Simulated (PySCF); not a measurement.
BeF⁺: from constants to spectrum

RHF-CCSD(T) constants of BeF⁺, ¹Σ⁺ (singlet), closed shell (Be cc-pVTZ, F cc-pVTZ; no relativity (PySCF 2.14); masses 9.0122 and 18.9984 u):

- ωe: 1453.1 cm⁻¹
- ωexe: 9.03 cm⁻¹
- Be: 1.5804 cm⁻¹
- αe: 0.0164 cm⁻¹
- De to Be⁺ + F: 6.06 eV

Q: What force constant and bond length do these constants imply?

A: Reduced mass μred = 6.1126 u; k = 5.8918×10⁻⁷·μred·ωe² (u, cm⁻¹, mdyn/Å) = 7.60 mdyn/Å; Re = √(16.8576/(μred·Be)) (u, cm⁻¹, Å) = 1.321 Å.

Q: Estimate the centrifugal constant D from the Kratzer relation and find the Dunham coefficient a1.

A: D = 4Be³/ωe² = 7.48e-06 cm⁻¹; a1 = −1 − αeωe/(6Be²) = -2.59.

Correlated steps freeze 1 core orbital. For an ion De counts to the pair picked by the measured ionisation energies or electron affinities, which need not be the lowest pair at this level. Where the molecule has an RHF reference, its open-shell atoms are computed with UHF.
